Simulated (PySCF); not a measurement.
C3H4Cl2, SMILES CC=C(Cl)Cl. Atoms are numbered in the order given.

```xyz
9

C      0.7325    -2.3630     0.0000
C      1.0454    -0.9009     0.0000
C      0.1583     0.1005     0.0000
Cl    -1.5679    -0.1352     0.0000
Cl     0.6438     1.7728     0.0000
H      1.1721    -2.8535     0.8853
H     -0.3492    -2.5494     0.0000
H      1.1721    -2.8535    -0.8853
H      2.0981    -0.6028     0.0000
```
Charge 0, spin multiplicity 1.

Geometry: B3LYP-D3(BJ)/def2-SVP.

Two levels are set side by side: PBE/pcSseg-1 (PySCF) and KT2/pcSseg-1 (PySCF). GIAO shifts against HCl (³⁵Cl), TMS (¹H), TMS (¹³C) at the same level; non-relativistic, no solvent, atoms listed together averaged. Without spin–orbit terms, shifts of atoms bonded to Cl or Br come out too high at both levels. Differences are taken from unrounded values.

| quantity | KT2 |
|---|---|
| δ(¹³C) of C1 (ppm) | 20.7 |
| δ(¹³C) of C2 (ppm) | 125.0 |
| δ(¹³C) of C3 (ppm) | 136.5 |
| δ(¹H) of H9 (ppm) | 5.92 |

Q: What does PBE give, and how far is it from KT2? (The exact figures need the calculation; the answer reports its results.)

A: 
| quantity | PBE | PBE minus KT2 |
|---|---|---|
| δ(¹³C) of C1 (ppm) | 21.0 | 0.3 |
| δ(¹³C) of C2 (ppm) | 131.6 | 6.6 |
| δ(¹³C) of C3 (ppm) | 144.9 | 8.4 |
| δ(¹H) of H9 (ppm) | 6.05 | 0.13 |

Rough cost on one machine, each run with all the roots and properties that it gave: KT2 against PBE within a factor of 2.
